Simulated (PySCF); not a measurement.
Chain-length series, n-germane fluoro/fluoro (end groups after the name). Isolated molecules, 0 K electronic values unless said otherwise. One relaxed conformer stands for each flexible species; it need not be the lowest. Strings in code marks are SMILES. All members: neutral, multiplicity 1. Level: PBE-D3(BJ)/def2-TZVP // PBE-D3(BJ)/def2-SVP (PySCF). Delta-SCF ions had no search for a lower state.  The removal energy is E(N − 1 electrons) − E(N electrons) at the parent's geometry; ε(HOMO) is measured against the vacuum level.

```
species                                                                        −ε(HOMO) (eV)  vertical ionisation energy (Delta-SCF) (eV)
-----------------------------------------------------------------------------  -------------  -------------------------------------------
`[F][GeH2][GeH2][GeH2][GeH2][GeH2][F]`                                                  6.69                                         8.76
`[F][GeH2][GeH2][GeH2][GeH2][F]`                                                        6.87                                         9.15
`[F][GeH2][GeH2][GeH2][F]` (F–Ge–Ge–Ge torsion 178°, Ge–Ge–Ge–F torsion 178°)           7.12                                         9.68
`[F][GeH2][GeH2][F]` (F–Ge–Ge–F torsion 177°)                                           7.29                                     withheld
`[F][GeH2][F]`                                                                          8.46                                        12.02
```

### Question
Fit vertical ionisation energy (Delta-SCF) = a + b·x to the 4 complete rows by least squares, with x = −ε(HOMO) in eV. Give a, b and the rms residual, and predict the withheld value.

### Answer
Means of the 4 rows: x̄ = 7.285, ȳ = 9.9025 eV. Σ(x − x̄)² = 1.9341 and Σ(x − x̄)(y − ȳ) = 3.5169, so b = 1.818 and a = ȳ − b·x̄ = -3.342 eV. The rms residual is 0.050 eV. At x = 7.29 the line gives 9.91 eV. The run for `[F][GeH2][GeH2][F]` (F–Ge–Ge–F torsion 177°) gave 10.23 eV, so the line is off by 0.32 eV, more than twice the rms residual.

Codes: PySCF.
